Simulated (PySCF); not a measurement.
Job for PySCF: R-M06-2X/def2-TZVPP on H2 (SMILES [H][H]).

```python
from pyscf import gto, dft

mol = gto.M(
    atom='''
    H     0.00000000    0.00000000    0.37198582
    H    -0.00000000   -0.00000000   -0.37198582
    ''',
    basis='def2-tzvpp',
    charge=0, spin=0, verbose=4, max_memory=1800)
mf = dft.RKS(mol, xc='m062x').density_fit(auxbasis='def2-universal-jkfit')
mf.grids.level = 4
mf.conv_tol = 1e-9
mf.max_cycle = 150
mf.kernel()
mf.dip_moment()
```

Output:

```
PySCF version 2.14.0

[INPUT] verbose = 4
[INPUT] num. atoms = 2
[INPUT] num. electrons = 2
[INPUT] charge = 0
[INPUT] spin (= nelec alpha-beta = 2S) = 0
[INPUT] symmetry False subgroup None
[INPUT] Mole.unit = angstrom
[INPUT] Symbol           X                Y                Z      unit          X                Y                Z       unit  Magmom
[INPUT]  1 H      0.000000000000   0.000000000000   0.371985820000 AA    0.000000000000   0.000000000000   0.702951322022 Bohr   0.0
[INPUT]  2 H      0.000000000000   0.000000000000  -0.371985820000 AA    0.000000000000   0.000000000000  -0.702951322022 Bohr   0.0

nuclear repulsion = 0.711286805126066
number of shells = 12
number of NR pGTOs = 32
number of NR cGTOs = 28
basis = def2-tzvpp
ecp = {}


******** <class 'pyscf.df.df_jk.DFRKS'> ********
method = DFRKS
initial guess = minao
damping factor = 0
level_shift factor = 0
DIIS = <class 'pyscf.scf.diis.CDIIS'>
diis_start_cycle = 1
diis_space = 8
diis_damp = 0
SCF conv_tol = 1e-09
SCF conv_tol_grad = None
SCF max_cycles = 150
direct_scf = False
XC library pyscf.dft.libxc version 7.1.2
    S. Lehtola, C. Steigemann, M. J. T. Oliveira, and M. A. L. Marques,  SoftwareX 7, 1–5 (2018)
XC functionals = m062x
    Y. Zhao and D. G. Truhlar,  Theor. Chem. Acc. 120, 215 (2008)
    Y. Zhao and D. G. Truhlar,  Theor. Chem. Acc. 120, 215 (2008)
radial grids:
    Treutler-Ahlrichs [JCP 102, 346 (1995); DOI:10.1063/1.469408] (M4) radial grids

becke partition: Becke, JCP 88, 2547 (1988); DOI:10.1063/1.454033
pruning grids: <function nwchem_prune>
grids dens level: 4
symmetrized grids: False
atomic radii adjust function: <function treutler_atomic_radii_adjust>
small_rho_cutoff = 0
Set gradient conv threshold to 3.16228e-05
Initial guess from minao.
tot grids = 31416
******** <class 'pyscf.df.df.DF'> ********
auxbasis = def2-universal-jkfit
init E= -0.911680463960805
  HOMO = -0.493837140214056  LUMO = 0.0747789195265206  gap/eV = 15.47283
cycle= 1 E= -1.16875004509088  delta_E= -0.257  |g|= 0.0291  |ddm|= 0.476
  HOMO = -0.497762277963043  LUMO = 0.105850600645028  gap/eV = 16.42514
cycle= 2 E= -1.16886558471494  delta_E= -0.000116  |g|= 0.00488  |ddm|= 0.0149
  HOMO = -0.495336111109829  LUMO = 0.106879871520635  gap/eV = 16.38713
cycle= 3 E= -1.16886863699947  delta_E= -3.05e-06  |g|= 0.000438  |ddm|= 0.00287
  HOMO = -0.495727268832105  LUMO = 0.106790389282154  gap/eV = 16.39534
cycle= 4 E= -1.16886866588915  delta_E= -2.89e-08  |g|= 1.51e-05  |ddm|= 0.000241
  HOMO = -0.49571826463934  LUMO = 0.106793626551571  gap/eV = 16.39518
cycle= 5 E= -1.16886866592207  delta_E= -3.29e-11  |g|= 3.49e-07  |ddm|= 7.74e-06
  HOMO = -0.495718617987737  LUMO = 0.106793546806352  gap/eV = 16.39519
Extra cycle  E= -1.16886866592212  delta_E= -4.91e-14  |g|= 5.23e-08  |ddm|= 4.66e-07
converged SCF energy = -1.16886866592212
Dipole moment(X, Y, Z, Debye):  0.00000,  0.00000, -0.00000
```

The calculation finished and met its thresholds.

Cost: about 1.4 core-seconds (a rough figure).
